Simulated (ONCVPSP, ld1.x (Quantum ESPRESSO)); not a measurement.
## Potentials for Sn (Z = 50) compared

Generated with ld1.x 7.5 (TM, RRKJ, ultrasoft, PAW), atompaw 4.2 or ONCVPSP 4.0.1. The cutoff is in Ry: for ld1.x and atompaw files where the sum of valence levels is converged to 10 mRy in a Bessel basis, for ONCV files where the hardest occupied wave has 1 mHa per electron of residual kinetic energy. The error is the largest all-electron minus pseudo excitation energy over each file’s own four to seven test configurations (ionisations up to +4, promotions, holes and added fractions of an electron), all of which were solved. The labels leave out finer settings (local radius, basis sizes, second energies), which also bear on the numbers. Spin-polarised tests are not counted. The rows are a selection from randomly drawn settings: files with unsolved tests, undetermined cutoffs or missed reference levels are left out.

A true bound ghost makes a file unfit for plane-wave use even where its test errors are small: the radial tests pick states by their node count and pass the ghost by.

| potential | cutoff (Ry) | largest error (meV) | bound ghosts |
| --- | --- | --- | --- |
| ONCV, LDA (Perdew-Zunger), scalar-relativistic, rc 1.30/1.65/1.55 (spd), local smoothed, core correction yes, reference 4s2 4p6 4d10 5s2 5p2, qcut 8.1/8.6/9.4, projectors 2/2/2 | 69 | -14 | none |
| ONCV, PW91, scalar-relativistic, rc 1.70/2.00/1.30/2.05 (spdf), local smoothed, core correction yes, reference 4d10 5s2 5p1, qcut 3.2/3.6/12.4/5.2, projectors 2/2/3/2 | 92 | -27 | s, p |
| ONCV, PBEsol, scalar-relativistic, rc 1.30/1.70/1.00 (spd), local smoothed, core correction yes, reference 4s2 4p6 4d10 5s1.75 5p2.25, qcut 9.8/9.1/11.1, projectors 2/2/3 | 94 | -4.8 | d |
| TM, LDA (PZ), fully relativistic, rc 2.20/2.25/1.25 (spd), local s, core correction no, reference 4d10 5s2 5p2 | 100 | -315 | none |
| ONCV, PBE, non-relativistic, rc 2.15/1.55/0.95 (spd), local smoothed, core correction no, reference 4p6 4d10 5s1.75 5p2.25, qcut 2.6/10.7/9.2, projectors 2/2/2 | 89 | -17 | s |

**Question.** Fill in the row for Sn: ONCV, LDA (Perdew-Wang 92), scalar-relativistic, rc 2.15/2.15 (sp), local smoothed, core correction no, reference 5s2 5p2, qcut 3/3.3, projectors 2/2.

**Answer.** cutoff 21 Ry, largest error +286 meV, bound ghosts: none.
